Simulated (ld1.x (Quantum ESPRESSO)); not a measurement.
## What one change does to a pseudopotential (P, ultrasoft)

P, ultrasoft, made with ld1.x (Quantum ESPRESSO) 7.5 (PBE, non-relativistic). Core [Ne], reference 3s2 3p2 (charge +1). Waves: 3s (bound): rcut 1.15, rcutus 1.45 bohr; 3s channel at -0.85 Ry: rcut 1.15, rcutus 1.45 bohr; 3p (bound): rcut 1.20, rcutus 1.45 bohr; 3p channel at -0.45 Ry: rcut 1.20, rcutus 1.45 bohr; 3d channel at 0.45 Ry: rcut 1.25, rcutus 1.50 bohr; 3d channel at 0.9 Ry: rcut 1.25, rcutus 1.50 bohr. Local part: all-electron potential smoothed inside 1.40 bohr (lloc = -1). Core correction: a·sin(br)/r model core inside 1.20 bohr. Augmentation charge: PSQ, inside the norm-conserving radii.

All-electron outer shells of the reference configuration (PBE, non-relativistic, ld1.x):

```csv
shell,level (eV),outermost node (bohr),outermost maximum (bohr)
3s,-23.21,0.66,1.56
3p,-14.23,0.64,1.76
```

Change: wave 3p channel at -0.45 Ry: rcut 1.20, rcutus 1.45 bohr becomes 3p channel at -0.81 Ry: rcut 1.20, rcutus 1.45 bohr.

Cutoffs: the cutoffs (Ry, on a coarse ladder) from which the occupation-weighted sum of valence levels, in a spherical-Bessel basis at the reference potential, stays within 10 and 1 mRy of its value at 400 Ry; they do not see the model core or the augmentation charge, which bear on the density cutoff. Errors are all-electron minus pseudo energies relative to the spin-unpolarised reference configuration.

Task: What does the change do?

Result: The potential gets neither clearly harder nor softer (18 Ry and 30 Ry → 18 Ry and 30 Ry); the errors of the 7 common tests hardly move; neither file shows a bound ghost.

| quantity | base | changed |
| --- | --- | --- |
| cutoff, loose | 18 Ry | 18 Ry |
| cutoff, tight | 30 Ry | 30 Ry |
| bound ghosts | none | none |
| error for 3s2 3p3, meV [ΔE -9.74 eV] | +0.2 | +0.1 |
| error for 3s2 3p1, meV [ΔE 19.16 eV] | +0.3 | +0.2 |
| error for 3s2 3p0, meV [ΔE 48.91 eV] | +3.0 | +3.0 |
| error for 3s1 3p3, meV [ΔE 9.03 eV] | -0.1 | -0.1 |
| error for 3s0 3p5, meV [ΔE 7.28 eV] | +4.8 | +4.8 |
| error for 3s2 3p2.5, meV [ΔE -5.96 eV] | 0.0 | 0.0 |
| error for 3s1 3p4, meV [ΔE -1.29 eV] | +2.3 | +2.3 |
| s: phases at 1.65 bohr within 0.05 rad from the reference energy up to (Ry; the scan ends near 5) | 4.7 | 4.7 |
| p: phases at 1.65 bohr within 0.05 rad from the reference energy up to (Ry; the scan ends near 5) | 4.9 | 4.4 |
| d: phases at 1.65 bohr within 0.05 rad from the reference energy up to (Ry; the scan ends near 5) | to the end of the scan | to the end of the scan |
| lowest overlap eigenvalue by channel | s 0.49, p 0.76, d 0.96 | s 0.49, p 0.77, d 0.96 |
